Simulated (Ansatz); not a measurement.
Q: Name a neutral molecule of B, Br, C, Si and H with ideal-gas entropy at 298 K and 1 bar (rigid rotor, harmonic PBE0-D4/def2-TZVP) between 312 and 328 J/(mol·K) and size of the dipole moment (PBE/def2-TZVPP) between 1.85 and 2.15 D (Ansatz, PBE0-D4/def2-TZVP geometry).

A: `BrC1B[SiH2]1` (323 J/(mol·K), 2.01 D). Other molecules can fit too; these were computed, each in one conformer that needn't be the lowest.
